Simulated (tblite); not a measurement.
Record of a relaxation.

Compound: C5H12SeSi.
Atom-mapped SMILES: `[SeH:1][SiH2:2][CH:3]1[CH2:4][CH2:5][CH2:6][CH2:7]1` (hydrogens: H8 on Se1; H9, H10 on Si2; H11 on C3; H12, H13 on C4; H14, H15 on C5; H16, H17 on C6; H18, H19 on C7)

Computed with GFN2-xTB (tblite), gas phase: L-BFGS steps from a force-field or distance-geometry start until the largest atomic force falls under 0.01 eV/Å. 11 of its 92 geometries are shown.

Step 0: E = -591.5270 eV, largest atomic force 1.966 eV/Å
```
atom  x, y, z in Å  |  force x, y, z in eV/Å
Se1     2.756    1.365    0.518    0.662   0.088   0.811
Si2     2.014   -0.337   -0.829    1.193  -0.642   0.240
C3      0.170   -0.219   -0.868   -0.295   0.404  -0.494
C4     -0.367    1.105   -0.379   -0.180   0.780  -0.015
C5     -1.726    0.715    0.166   -1.026   1.625  -0.416
C6     -1.481   -0.572    0.887   -0.646  -0.379   1.379
C7     -0.341   -1.222    0.150    0.666  -0.898  -0.041
H8      2.687    1.008    2.002   -0.108  -0.097  -1.123
H9      2.405   -1.649   -0.239    0.092   0.459  -0.186
H10     2.619   -0.206   -2.134    0.277   0.250  -0.182
H11    -0.258   -0.385   -1.874    0.184  -0.162   0.410
H12    -0.460    1.831   -1.194    0.133   0.019   0.189
H13     0.246    1.562    0.428   -0.395  -0.324  -0.422
H14    -2.110    1.525    0.823   -0.019  -0.537  -0.307
H15    -2.422    0.628   -0.694    0.167  -0.184   0.486
H16    -2.343   -1.274    0.873    0.294   0.680   0.372
H17    -1.208   -0.291    1.942   -0.270  -0.650  -0.786
H18     0.509   -1.491    0.834   -1.060  -0.179  -0.388
H19    -0.702   -2.085   -0.418    0.330  -0.252   0.473
```

Step 9: E = -592.0823 eV, largest atomic force 0.531 eV/Å
```
atom  x, y, z in Å  |  force x, y, z in eV/Å
Se1     3.004    1.381    0.484   -0.047  -0.251   0.345
Si2     2.105   -0.297   -0.822    0.051  -0.078  -0.008
C3      0.194   -0.212   -0.837    0.071   0.079   0.126
C4     -0.403    1.135   -0.394   -0.152  -0.093   0.123
C5     -1.782    0.760    0.155    0.055  -0.174   0.073
C6     -1.532   -0.563    0.902    0.026   0.127  -0.160
C7     -0.376   -1.254    0.154   -0.134   0.149   0.010
H8      2.619    0.881    1.814    0.068   0.105  -0.516
H9      2.511   -1.591   -0.245    0.051   0.189  -0.059
H10     2.731   -0.104   -2.130   -0.026   0.085   0.068
H11    -0.176   -0.432   -1.843    0.019  -0.016   0.076
H12    -0.445    1.879   -1.196   -0.018  -0.230   0.058
H13     0.193    1.566    0.418   -0.040  -0.038  -0.021
H14    -2.199    1.524    0.812    0.079  -0.007  -0.019
H15    -2.498    0.596   -0.655    0.135  -0.001  -0.041
H16    -2.438   -1.167    0.943    0.075  -0.036  -0.018
H17    -1.208   -0.371    1.926   -0.121   0.126   0.002
H18     0.376   -1.564    0.881    0.024  -0.008  -0.004
H19    -0.685   -2.157   -0.373   -0.115   0.071  -0.033
```

Step 18: E = -592.1363 eV, largest atomic force 0.094 eV/Å
```
atom  x, y, z in Å  |  force x, y, z in eV/Å
Se1     3.081    1.349    0.471   -0.028  -0.032   0.084
Si2     2.123   -0.283   -0.825   -0.035   0.040  -0.032
C3      0.209   -0.215   -0.800    0.029  -0.007   0.019
C4     -0.405    1.123   -0.372    0.008  -0.035  -0.006
C5     -1.788    0.751    0.152    0.021  -0.062   0.013
C6     -1.548   -0.555    0.909    0.028   0.001  -0.035
C7     -0.391   -1.252    0.174    0.002   0.025   0.000
H8      2.586    0.843    1.723    0.009   0.043  -0.048
H9      2.570   -1.554   -0.257    0.038  -0.047  -0.024
H10     2.735   -0.037   -2.126   -0.060   0.020  -0.028
H11    -0.152   -0.438   -1.808    0.005  -0.004   0.023
H12    -0.455    1.830   -1.199    0.063   0.045   0.039
H13     0.176    1.569    0.439    0.010   0.037  -0.033
H14    -2.201    1.523    0.800   -0.054   0.012  -0.056
H15    -2.474    0.587   -0.681   -0.004   0.004  -0.004
H16    -2.438   -1.182    0.944   -0.011   0.033   0.013
H17    -1.255   -0.329    1.935    0.002  -0.017   0.016
H18     0.353   -1.593    0.893   -0.018  -0.057   0.030
H19    -0.736   -2.127   -0.379   -0.003   0.001   0.028
```

Step 27: E = -592.1492 eV, largest atomic force 0.103 eV/Å
```
atom  x, y, z in Å  |  force x, y, z in eV/Å
Se1     3.095    1.327    0.480    0.013   0.021   0.097
Si2     2.131   -0.282   -0.832   -0.047   0.042  -0.024
C3      0.224   -0.222   -0.767   -0.012  -0.015  -0.021
C4     -0.388    1.122   -0.356    0.012  -0.025  -0.021
C5     -1.782    0.748    0.135    0.017  -0.039   0.024
C6     -1.549   -0.545    0.918    0.009  -0.027  -0.012
C7     -0.395   -1.259    0.196   -0.003   0.016  -0.018
H8      2.550    0.855    1.726    0.008   0.027  -0.061
H9      2.618   -1.558   -0.322    0.034  -0.097  -0.011
H10     2.655    0.016   -2.160    0.014   0.025  -0.010
H11    -0.140   -0.449   -1.772   -0.007   0.011  -0.027
H12    -0.411    1.829   -1.183   -0.001   0.007  -0.028
H13     0.185    1.583    0.454   -0.030  -0.053   0.049
H14    -2.232    1.525    0.750   -0.012   0.019   0.002
H15    -2.440    0.557   -0.715    0.034   0.007  -0.006
H16    -2.440   -1.169    0.950   -0.048   0.016   0.035
H17    -1.265   -0.314    1.945    0.014   0.035   0.005
H18     0.333   -1.638    0.915   -0.013   0.039   0.015
H19    -0.760   -2.116   -0.370    0.017  -0.010   0.013
```

Step 36: E = -592.1566 eV, largest atomic force 0.096 eV/Å
```
atom  x, y, z in Å  |  force x, y, z in eV/Å
Se1     3.110    1.309    0.498   -0.013  -0.035   0.038
Si2     2.137   -0.283   -0.838   -0.084   0.035  -0.030
C3      0.228   -0.236   -0.758   -0.026   0.003   0.016
C4     -0.376    1.110   -0.344    0.012   0.015  -0.014
C5     -1.779    0.741    0.117    0.000  -0.004   0.006
C6     -1.554   -0.536    0.925    0.022  -0.030  -0.015
C7     -0.402   -1.263    0.210    0.019   0.009  -0.010
H8      2.510    0.873    1.730   -0.002   0.007  -0.038
H9      2.653   -1.580   -0.407    0.008  -0.042   0.010
H10     2.612    0.075   -2.170    0.048   0.026  -0.009
H11    -0.139   -0.453   -1.767    0.010  -0.026   0.037
H12    -0.377    1.825   -1.163    0.016   0.039  -0.022
H13     0.179    1.548    0.489    0.016  -0.012   0.018
H14    -2.248    1.526    0.707   -0.020   0.029   0.003
H15    -2.408    0.534   -0.750   -0.022  -0.010   0.004
H16    -2.455   -1.145    0.983    0.010  -0.028  -0.009
H17    -1.259   -0.281    1.944    0.004   0.027  -0.014
H18     0.322   -1.631    0.939   -0.005   0.000  -0.016
H19    -0.764   -2.124   -0.353    0.007  -0.003   0.043
```

Step 46: E = -592.1614 eV, largest atomic force 0.052 eV/Å
```
atom  x, y, z in Å  |  force x, y, z in eV/Å
Se1     3.118    1.266    0.516    0.008  -0.004   0.015
Si2     2.133   -0.283   -0.860   -0.049   0.015   0.009
C3      0.225   -0.244   -0.759   -0.015   0.014   0.015
C4     -0.371    1.105   -0.340    0.007   0.011  -0.009
C5     -1.782    0.741    0.102    0.014  -0.019  -0.004
C6     -1.551   -0.524    0.928    0.021  -0.034   0.001
C7     -0.396   -1.260    0.226    0.023   0.004  -0.006
H8      2.458    0.876    1.730   -0.027  -0.022  -0.003
H9      2.651   -1.595   -0.475   -0.002  -0.025  -0.004
H10     2.621    0.135   -2.170    0.004  -0.001  -0.020
H11    -0.155   -0.474   -1.759    0.017   0.028   0.022
H12    -0.344    1.837   -1.145   -0.019   0.001  -0.027
H13     0.175    1.518    0.513    0.015   0.005  -0.010
H14    -2.266    1.530    0.677    0.020  -0.010  -0.012
H15    -2.400    0.517   -0.769   -0.004   0.005  -0.006
H16    -2.444   -1.144    0.996   -0.007   0.013   0.018
H17    -1.254   -0.244    1.940   -0.022  -0.017   0.004
H18     0.330   -1.615    0.959   -0.002   0.022  -0.004
H19    -0.758   -2.133   -0.318    0.017   0.014   0.021
```

Step 55: E = -592.1707 eV, largest atomic force 0.108 eV/Å
```
atom  x, y, z in Å  |  force x, y, z in eV/Å
Se1     3.122    1.131    0.606   -0.022  -0.030   0.061
Si2     2.131   -0.276   -0.908   -0.065   0.007   0.053
C3      0.232   -0.232   -0.752   -0.035  -0.038  -0.024
C4     -0.363    1.116   -0.348    0.029  -0.015   0.004
C5     -1.771    0.733    0.086   -0.006   0.020   0.001
C6     -1.538   -0.510    0.944    0.072  -0.022  -0.009
C7     -0.351   -1.230    0.274    0.033  -0.009  -0.046
H8      2.267    0.809    1.718    0.023  -0.003  -0.057
H9      2.590   -1.634   -0.631    0.081  -0.071  -0.005
H10     2.622    0.222   -2.187   -0.009   0.016  -0.016
H11    -0.184   -0.477   -1.733    0.031  -0.048  -0.033
H12    -0.336    1.843   -1.159   -0.040  -0.009   0.006
H13     0.184    1.529    0.503   -0.018   0.062   0.027
H14    -2.280    1.529    0.625   -0.036   0.020   0.042
H15    -2.362    0.470   -0.792   -0.049   0.036  -0.009
H16    -2.427   -1.139    1.008    0.071   0.014  -0.025
H17    -1.266   -0.212    1.958   -0.015   0.017   0.007
H18     0.396   -1.525    1.015   -0.069   0.044   0.000
H19    -0.677   -2.139   -0.234    0.024   0.009   0.024
```

Step 64: E = -592.1883 eV, largest atomic force 0.107 eV/Å
```
atom  x, y, z in Å  |  force x, y, z in eV/Å
Se1     3.103    0.888    0.750   -0.027  -0.026   0.083
Si2     2.132   -0.294   -0.946   -0.020   0.029  -0.011
C3      0.241   -0.215   -0.757    0.005  -0.046   0.013
C4     -0.364    1.136   -0.371    0.009  -0.050  -0.044
C5     -1.765    0.736    0.075   -0.028   0.023  -0.011
C6     -1.507   -0.486    0.955   -0.018  -0.027  -0.010
C7     -0.284   -1.178    0.326    0.033  -0.010   0.019
H8      2.010    0.702    1.670    0.065   0.016  -0.019
H9      2.563   -1.689   -0.850    0.042  -0.006  -0.007
H10     2.609    0.331   -2.174    0.017   0.034  -0.023
H11    -0.191   -0.507   -1.720   -0.021   0.009   0.039
H12    -0.368    1.847   -1.196    0.018  -0.007  -0.012
H13     0.177    1.582    0.470   -0.013  -0.022  -0.060
H14    -2.298    1.525    0.599    0.015   0.073   0.077
H15    -2.352    0.455   -0.799   -0.044  -0.030  -0.023
H16    -2.366   -1.152    0.999   -0.063   0.002   0.007
H17    -1.278   -0.166    1.972   -0.008  -0.005  -0.013
H18     0.471   -1.359    1.094    0.035  -0.008   0.001
H19    -0.542   -2.146   -0.105    0.003   0.051  -0.006
```

Step 73: E = -592.2010 eV, largest atomic force 0.074 eV/Å
```
atom  x, y, z in Å  |  force x, y, z in eV/Å
Se1     3.095    0.699    0.856    0.013   0.025   0.026
Si2     2.140   -0.285   -0.972   -0.070  -0.009  -0.023
C3      0.246   -0.227   -0.755   -0.007  -0.047   0.009
C4     -0.369    1.128   -0.405    0.029  -0.033  -0.046
C5     -1.767    0.739    0.067    0.016   0.051  -0.004
C6     -1.507   -0.476    0.959    0.021  -0.004  -0.007
C7     -0.256   -1.155    0.366    0.020  -0.034   0.011
H8      1.906    0.663    1.661    0.027   0.006   0.003
H9      2.607   -1.673   -1.001   -0.021   0.019  -0.018
H10     2.598    0.442   -2.155   -0.010   0.031   0.052
H11    -0.206   -0.557   -1.695    0.031   0.022  -0.004
H12    -0.372    1.815   -1.250   -0.031   0.006  -0.009
H13     0.173    1.601    0.422   -0.012  -0.031  -0.064
H14    -2.267    1.545    0.600   -0.029   0.042   0.049
H15    -2.391    0.458   -0.783    0.055   0.009  -0.036
H16    -2.365   -1.147    0.992    0.026  -0.008  -0.013
H17    -1.308   -0.138    1.977    0.016  -0.049   0.008
H18     0.506   -1.278    1.140   -0.023   0.001   0.025
H19    -0.471   -2.145   -0.033   -0.049   0.004   0.042
```

Step 82: E = -592.2124 eV, largest atomic force 0.063 eV/Å
```
atom  x, y, z in Å  |  force x, y, z in eV/Å
Se1     3.101    0.570    0.924   -0.008   0.024   0.003
Si2     2.134   -0.263   -0.975    0.006  -0.053  -0.033
C3      0.243   -0.262   -0.754    0.006  -0.040   0.033
C4     -0.365    1.107   -0.445    0.021  -0.014  -0.008
C5     -1.757    0.753    0.069    0.023   0.012  -0.009
C6     -1.513   -0.467    0.963    0.012  -0.007  -0.010
C7     -0.255   -1.156    0.397   -0.004  -0.025   0.011
H8      1.885    0.664    1.683    0.011   0.001  -0.007
H9      2.653   -1.622   -1.134   -0.031   0.002  -0.005
H10     2.554    0.580   -2.094   -0.013   0.026   0.046
H11    -0.202   -0.619   -1.688    0.018   0.000   0.028
H12    -0.387    1.757   -1.318   -0.007   0.007   0.002
H13     0.201    1.609    0.345   -0.004   0.001  -0.007
H14    -2.226    1.575    0.608   -0.013  -0.009   0.000
H15    -2.396    0.483   -0.774   -0.008   0.000   0.025
H16    -2.372   -1.138    0.967    0.003   0.016   0.015
H17    -1.333   -0.149    1.991   -0.024   0.008  -0.019
H18     0.501   -1.249    1.182   -0.013   0.020  -0.045
H19    -0.475   -2.163    0.043    0.025   0.031  -0.020
```

Step 91: E = -592.2144 eV, largest atomic force 0.009 eV/Å
```
atom  x, y, z in Å  |  force x, y, z in eV/Å
Se1     3.100    0.541    0.937    0.001  -0.002   0.000
Si2     2.135   -0.265   -0.976    0.005  -0.003   0.003
C3      0.244   -0.273   -0.750   -0.003  -0.003   0.004
C4     -0.361    1.100   -0.454   -0.004   0.001   0.002
C5     -1.752    0.755    0.067   -0.003  -0.004  -0.002
C6     -1.514   -0.465    0.964    0.000   0.001   0.000
C7     -0.254   -1.156    0.405   -0.005   0.002   0.005
H8      1.878    0.663    1.681    0.003   0.000   0.001
H9      2.652   -1.618   -1.176   -0.007   0.005  -0.002
H10     2.540    0.629   -2.059   -0.001  -0.001   0.002
H11    -0.199   -0.639   -1.681   -0.001   0.006  -0.004
H12    -0.387    1.743   -1.333    0.002  -0.004  -0.002
H13     0.209    1.610    0.328   -0.004   0.003   0.003
H14    -2.217    1.579    0.607    0.007   0.000  -0.005
H15    -2.398    0.486   -0.770   -0.002   0.000  -0.002
H16    -2.375   -1.132    0.966    0.006  -0.002   0.000
H17    -1.344   -0.143    1.992    0.008  -0.001  -0.005
H18     0.503   -1.238    1.190   -0.007  -0.004  -0.001
H19    -0.468   -2.166    0.056    0.007   0.005   0.004
```

Task: Summarise the path.

Result: The energy falls by 15.85 kcal/mol from step 0 to step 91; nine tenths of that is first reached at step 25. It rises by more than 0.2 meV at step 59. The largest force goes from 1.966 to 0.009 eV/Å. Among the bonds Se1–H8 changes most, from 1.528 to 1.436 Å; the atoms move by 0.485 Å rms after alignment.

Task: Follow the three bonds and two angles with the largest change from start to end.

Result: 
```
step  E above end (kcal/mol)  largest force (eV/Å)  Se1–H8 (Å)  Si2–C3 (Å)  C5–C6 (Å)  Si2–Se1–H8 (°)  Si2–C3–C7 (°)
   0                   15.85                 1.966       1.528       1.849      1.495           112.5          106.2
   4                    6.96                 0.934       1.409       1.910      1.531           108.6          106.0
   8                    3.59                 0.551       1.473       1.913      1.536           100.6          109.1
  12                    2.26                 0.175       1.426       1.913      1.528            97.4          110.7
  16                    1.88                 0.119       1.437       1.912      1.527            95.8          111.9
  20                    1.73                 0.081       1.433       1.918      1.529            95.1          112.1
  24                    1.60                 0.102       1.434       1.911      1.529            95.4          113.0
  28                    1.47                 0.090       1.437       1.909      1.529            96.0          113.9
  32                    1.40                 0.066       1.433       1.909      1.528            95.7          114.4
  36                    1.33                 0.096       1.438       1.912      1.527            96.4          114.6
  40                    1.27                 0.050       1.433       1.909      1.529            96.8          114.8
  44                    1.24                 0.041       1.437       1.910      1.528            97.3          114.8
  47                    1.21                 0.048       1.434       1.911      1.528            97.2          114.9
  51                    1.15                 0.078       1.436       1.907      1.528            97.0          114.4
  55                    1.01                 0.108       1.440       1.906      1.528            96.7          114.5
  59                    0.95                 0.465       1.410       1.903      1.530            94.2          112.7
  63                    0.63                 0.105       1.441       1.903      1.528            95.0          112.8
  67                    0.50                 0.077       1.437       1.902      1.531            94.2          112.0
  71                    0.40                 0.094       1.440       1.907      1.529            94.6          112.5
  75                    0.25                 0.079       1.433       1.904      1.532            95.8          113.2
  79                    0.10                 0.062       1.440       1.904      1.532            96.4          114.2
  83                    0.03                 0.063       1.436       1.904      1.533            96.0          114.2
  87                    0.01                 0.030       1.437       1.905      1.531            96.2          114.5
  91                    0.00                 0.009       1.436       1.904      1.532            96.0          114.4
```

What follows is the cost of the whole relaxation. The run took 0.78 s wall on an Arm Neoverse V1 with one thread (shared host).
